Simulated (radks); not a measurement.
Question: Radial electron density D(r) = 4 pi r^2 rho(r) of an atom or ion with 34 electrons. All-electron calculation, scalar-relativistic Kohn-Sham, r2SCAN, spin-polarised, spherical densities, finite nucleus; meta-GGA in the generalised Kohn-Sham scheme; Fermi nuclear charge, rms radius of each element as measured or else 0.836 A^(1/3) + 0.57 fm. Program: a radial shooting solver on a logarithmic mesh with Libxc functionals.

```
   r/bohr * D(r) (the largest magnitude, 50.5, reaches the edge; | marks zero)
 0.002147 | *
 0.002819 |  *
  0.00367 |    *
 0.004817 |       *
 0.006273 |           *
 0.008168 |                *
  0.01072 |                       *
  0.01396 |                               *
  0.01832 |                                       *
  0.02386 |                                             *
  0.03132 |                                              *
  0.04078 |                                           *
  0.05353 |                                       *
   0.0697 |                                      *
  0.09149 |                                              *
   0.1191 |                                                      *
   0.1564 |                                                     *
   0.2036 |                                        *
   0.2651 |                              *
    0.348 |                                 *
   0.4532 |                                     *
   0.5948 |                              *
   0.7745 |                *
    1.017 |       *
    1.324 |    *
    1.738 |   *
    2.263 | *
     2.97 |*
    3.867 *
    5.076 *
    6.609 *
```

What is the nuclear charge?

Answer: Z = 35. The innermost maximum, from 1s, lies near gamma/Z bohr with gamma = sqrt(1 - (Z/c)^2) = 0.967, here 0.0276 bohr (found: 0.0299), and its height grows with Z. The density is that of the bromine ion Br+ in [Ar] 3d10 4s2 4p4; the configuration itself is not fixed sharply by these data, and Z only to about a unit. D(r) has 3 maxima, at r = 0.0299, 0.134, 0.450 bohr, and minima at 0.0623, 0.285 bohr, inside which lie 2.07, 11.00 electrons.
